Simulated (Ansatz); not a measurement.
`O[Si]([SiH3])([SiH3])S` + `OC[TeH]` → `[SiH3]OC[TeH]` + `O[SiH]([SiH3])S`  (cleavage of the Si–Si bond)

Isolated molecules relaxed with PBE0-D4/def2-TZVP in Ansatz; ΔE leaves out vibrations. CCSD(T)/CBS is the MP2 limit (def2-TZVPP, def2-QZVPP) plus CCSD(T) − MP2 in def2-TZVPP, frozen cores. Elements past krypton have def2 core potentials. For Te outer-core shells are correlated without core-valence functions, which leaves a few kJ/mol of doubt a bond. One conformer a species, not always the lowest.

`O[Si]([SiH3])([SiH3])S`:

Z-matrix (Å, degrees):
```
Si
Si 1 2.348
Si 1 2.337 2 113.5
O 1 1.654 2 112.7 3 120.3
S 1 2.147 2 103.2 3 -118.0
H 2 1.487 1 110.2 3 55.7
H 2 1.488 1 109.7 3 -64.3
H 2 1.490 1 110.5 3 176.1
H 3 1.489 1 109.4 2 -167.9
H 3 1.487 1 108.6 2 -49.1
H 3 1.487 1 111.7 2 71.2
H 4 0.960 1 117.0 2 65.4
H 5 1.345 1 95.6 2 168.6
```

`OC[TeH]`:

```xyz
7

O    -0.777   -0.890    0.895
C    -0.475   -0.211   -0.278
Te    1.651   -0.013   -0.713
H    -0.360   -0.439    1.635
H    -0.872    0.806   -0.314
H    -0.886   -0.787   -1.105
H     1.718    1.534   -0.118
```

`[SiH3]OC[TeH]`:

Cartesian coordinates in Å:
```
Si -0.246 0.072 -1.499
O 0.773 0.656 -0.336
C 0.861 0.152 0.952
Te -0.849 0.538 2.242
H 0.241 0.641 -2.775
H -1.652 0.480 -1.252
H -0.175 -1.416 -1.518
H 1.693 0.635 1.463
H 1.006 -0.932 0.970
H -1.652 -0.828 1.753
```

`O[SiH]([SiH3])S`:

Z-matrix (Å, degrees):
```
Si
Si 1 2.335
S 1 2.148 2 108.2
O 1 1.647 2 106.3 3 121.4
H 1 1.489 2 113.2 3 -116.3
H 2 1.487 1 108.9 3 69.0
H 2 1.487 1 109.5 3 -50.2
H 2 1.487 1 111.0 3 -170.8
H 3 1.343 1 94.5 2 -141.6
H 4 0.959 1 117.6 2 -165.9
```

| level | ΔE (kcal/mol) |
| --- | --- |
| MP2/def2-QZVPP | -21.1 |
| SCS-MP2/def2-QZVPP | -22.1 |

What does CCSD(T)/CBS give? (Estimate.)

Computed: -19.2 kcal/mol. The listed levels differ from it by -1.9, -2.9 kcal/mol.

Largest T1 diagnostic among the species: 0.013.

From PBE to PBE0 (25 % exact exchange), in def2-TZVPP and without D4, ΔE moves by −1.9 kcal/mol. In def2-TZVPP, CCSD(T) changes the Hartree–Fock value by +5.5 kcal/mol (the triples alone add +0.9 kcal/mol) and MP2 by +3.8 kcal/mol.
